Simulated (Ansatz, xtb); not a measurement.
## Isomers of C4H5BCl2O2 in order of energy

7 gas-phase structures of C4H5BCl2O2, from a drawn sample of its isomers (lower ones may exist). Each was relaxed with GFN2-xTB; where two conformers were screened, the lower at r2SCAN-D4/def2-SVP is listed:

A. `C=COC(=O)CB(Cl)Cl`, a singlet
B. `C#CC(Cl)(Cl)CB(O)O`, a singlet
C. `COC(=O)/C=C/B(Cl)Cl`, a singlet
D. `C=C(B(Cl)Cl)C(=O)OC`, a singlet
E. `O=C1CO[C@H](B(Cl)Cl)C1`, a singlet
F. `C#C[C@H](B(O)O)C(Cl)Cl`, a singlet
G. `CO/C=C(\C=O)B(Cl)Cl`, a singlet

Question: Estimate their order in r2SCAN-D4/def2-SVP energy at these geometries, lowest first.

Answer: Calculated order at r2SCAN-D4/def2-SVP: C (0.0), A (14.2), D (14.4), E (43.5), G (73.6), B (118.3), F (128.6) kJ/mol. Less than 1 kcal/mol parts A and D, so the order within that pair means little.

Energies above the lowest of each column, in kJ/mol; the last columns are at B3LYP/def2-SVP geometries and were run for some of them only (a dash: not run or not comparable):

| structure | GFN2-xTB | HF/STO-3G | r2SCAN-D4/def2-SVP | B3LYP/def2-SVP | CCSD(T)/def2-SVP + ΔMP2/def2-TZVPP |
| --- | --- | --- | --- | --- | --- |
| C | 15.8 | 100.0 | 0.0 | 0.0 | 0.0 |
| A | 10.8 | 123.7 | 14.2 | 12.0 | 8.1 |
| D | 23.4 | 114.2 | 14.4 | 16.2 | 9.4 |
| E | 0.0 | 0.0 | 43.5 | 53.5 | – |
| G | 78.0 | 142.6 | 73.6 | 72.8 | – |
| B | 67.0 | 186.2 | 118.3 | – | – |
| F | 87.4 | 193.5 | 128.6 | – | – |

CCSD(T)/def2-SVP + ΔMP2/def2-TZVPP puts C lowest of those it was run on; GFN2-xTB picks E, HF/STO-3G picks E. Flexible structures stand in one conformer each, not always the lowest. Frequencies (GFN2-xTB) were run for A, C, D alone. ΔMP2 is the change of the MP2 energy from the smaller to the larger basis.

Over these structures GFN2-xTB departs from r2SCAN-D4/def2-SVP by 25.4 kJ/mol on average once a common shift is removed. A GFN2-xTB relaxation took about 0.16 s and the r2SCAN-D4/def2-SVP energy about 2.7 s on a shared host (Ansatz 0.2.0, xtb 6.7.1).
